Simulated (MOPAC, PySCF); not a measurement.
C$_{5}$H$_{9}$B, SMILES `B/C=C(\C)C=C`, neutral singlet in the gas phase. 

Cartesian coordinates (Å):
```xyz
15

B      2.3332    -0.7063    -0.9171
C      0.8489    -0.4103    -1.0877
C     -0.0241    -0.0220    -0.1288
C      0.3467     0.1858     1.3049
C     -1.4202     0.2141    -0.5026
C     -2.3883     0.5994     0.3199
H      2.8861    -0.6245     0.1351
H      2.9820    -1.0343    -1.8629
H      0.4181    -0.5139    -2.0810
H      1.3962    -0.0183     1.4822
H      0.1357     1.2136     1.6059
H     -0.2490    -0.4635     1.9490
H     -1.6520     0.0517    -1.5496
H     -3.3965     0.7514    -0.0401
H     -2.2168     0.7769     1.3729
```
Charge 0, multiplicity 1.

All levels are single points at this geometry (CAM-B3LYP-D3(BJ)/def2-TZVP); Pople sets use spherical d functions. Orbital energies aren't observables, and empty levels follow the basis.

```
level                                HOMO (eV)  LUMO (eV)  gap (eV)  dipole (D)  vertical IE, Delta-SCF (eV)
-----------------------------------  ---------  ---------  --------  ----------  ---------------------------
CAM-B3LYP-D3(BJ)/def2-TZVP in PySCF      -8.43      -1.25      7.18        2.16                         9.12
PBE-D3(BJ)/def2-TZVP in PySCF            -6.37      -3.19      3.18        2.45                         9.12
TPSSh-D3(BJ)/def2-TZVP in PySCF          -6.68      -2.67      4.01        2.33                         8.99
B3LYP/3-21G in PySCF                     -6.85      -2.17      4.68        2.49                            –
B3LYP/6-311+G** in PySCF                 -7.06      -2.51      4.56        2.26                            –
B3LYP/6-31G* in PySCF                    -6.75      -2.10      4.65        2.33                         8.88
BP86/6-31G* in PySCF                     -6.15      -2.93      3.23        2.50                            –
PBE/6-31G* in PySCF                      -6.06      -2.84      3.22        2.50                         8.91
SVWN5/6-31G* in PySCF                    -6.24      -3.06      3.18        2.57                         9.17
HF/3-21G in PySCF                        -9.06       1.53     10.60        2.23                            –
HF/STO-3G in PySCF                       -7.37       4.73     12.11        1.67                            –
AM1 in MOPAC                             -9.51      -0.21      9.29        1.43                            –
PM3 in MOPAC                             -9.90      -0.95      8.95        2.59                            –
```
